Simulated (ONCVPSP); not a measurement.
Plane-wave convergence, ONCV potential for Hf (Z = 72)

Hf (Z = 72), optimised norm-conserving Vanderbilt (ONCV), made with ONCVPSP 4.0.1 (LDA (Perdew-Zunger), fully relativistic). Core [Kr] 4d10 4f14, reference 5s2 5p6 5d2 6s1.75 6p0.25. Waves: 5s+6s: rc 1.80 bohr, ncon 4, nbas 8, qcut 7.9 1/bohr, 2 projectors; 5p+6p: rc 2.30 bohr, ncon 4, nbas 8, qcut 6.6 1/bohr, 2 projectors; 5d: rc 2.90 bohr, ncon 5, nbas 10, qcut 4.6 1/bohr, 2 projectors, debl 3.5 Ha. Local part: polynomial inside 1.50 bohr (lpopt 5, dvloc0 0 Ha). Core correction: none.

Open shells are filled in proportion to 2j + 1.

Question: For each optimised wave give the share of its norm inside rc, the residual kinetic energy above qcut (Ha) and the cutoffs (Ha) for errors of 10, 1, 0.1 and 0.01 mHa per electron.

Answer:

| wave | norm inside rc | residual KE | 10 mHa | 1 mHa | 0.1 mHa | 0.01 mHa |
| --- | --- | --- | --- | --- | --- | --- |
| 5s | 0.944 | 1.1e-07 | 15.2 | 19.8 | 23.5 | 26.4 |
| 6s | 0.058 | 1.2e-07 | 11.7 | 17.9 | 22.3 | 25.9 |
| 5p j=3/2 | 0.951 | 5.5e-09 | 7.8 | 10.3 | 12.4 | 14.2 |
| 6p j=3/2 | 0.036 | 2.0e-08 | 4.8 | 7.3 | 9.4 | 11.3 |
| 5p j=1/2 | 0.973 | 1.1e-08 | 9.3 | 12.3 | 14.8 | 16.9 |
| 6p j=1/2 | 0.052 | 1.5e-08 | 6.0 | 9.0 | 11.6 | 13.6 |
| 5d j=5/2 | 0.702 | 4.9e-05 | 6.6 | 8.4 | 10.0 | 27.9 |
| d projector 2 j=5/2 | 0.147 | 3.7e-03 | 9.4 | 16.3 | 50.8 | 57.2 |
| 5d j=3/2 | 0.739 | 6.5e-05 | 6.8 | 8.6 | 10.5 | 31.6 |
| d projector 2 j=3/2 | 0.148 | 4.4e-03 | 9.6 | 17.4 | 51.4 | 57.5 |

The occupied waves need 20 Ha and 23 Ha for 1 and 0.1 mHa.
